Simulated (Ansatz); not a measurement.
The first iterations of a band of ClH8NW (11 atoms, charge 0, multiplicity 1).

The calculation used RKS r2SCAN-D4/def2-SVP in Ansatz.

```json
{
  "movable images": "8",
  "climbing image": "no",
  "spring": "5.0 eV/Å²",
  "optimiser": "quadratic models (default)",
  "start path": "through a guess of the saddle point",
  "force threshold": "0.03 eV/Å",
  "iteration limit": "60",
  "end points": "relaxed"
}
```

First end point:

```xyz
11
Properties=species:S:1:pos:R:3
W 0.085 0.062 0.688
Cl -0.830 -1.176 2.421
H 1.496 -0.478 -0.070
H -0.598 1.555 0.282
H -1.330 0.027 -0.189
H -0.077 -1.188 -0.400
H 0.246 0.512 -0.949
N 1.672 1.651 0.951
H 2.567 1.306 1.305
H 1.849 2.015 0.013
H 1.385 2.447 1.525
```

Last end point:

```xyz
11
Properties=species:S:1:pos:R:3
W 0.317 0.349 -0.402
Cl -0.021 0.123 3.004
H 1.362 -0.681 0.398
H -0.610 1.520 0.347
H -1.327 -0.011 -0.158
H -0.227 -1.239 -0.130
H 0.697 0.652 -2.058
N 1.588 1.511 0.602
H 2.519 1.226 0.905
H 1.400 2.475 0.876
H 0.764 0.808 2.193
```

| iteration | highest image above the first end (eV) | largest band force component (eV/Å) |
| --- | --- | --- |
| 1 | 7.860 | 9.306 |
| 2 | 5.257 | 4.038 |
| 3 | 3.984 | 3.356 |
| 4 | 3.180 | 1.873 |
| 5 | 2.728 | 3.124 |
| 6 | 2.352 | 1.087 |
| 7 | 2.274 | 2.341 |
| 8 | 2.255 | 0.900 |
| 9 | 2.255 | 0.807 |
| 10 | 2.255 | 0.899 |
| 11 | 2.255 | 0.546 |
| 12 | 2.255 | 0.471 |
| 13 | 2.255 | 1.090 |
| 14 | 2.255 | 0.672 |

Q: Does the band converge within its limit, and where does its top end?

A: The run converged. It ended after 42 iterations with the highest image 2.255 eV above the first end. The highest image is an end point: on this band no image between the ends rises above it. The orbitals stay closed-shell, which can raise the energy where a bond breaks towards radicals; this wasn't checked here.

The run took 13 min on 4 threads of Arm Neoverse V1, with other jobs on the host, peak memory 0.19 GiB.
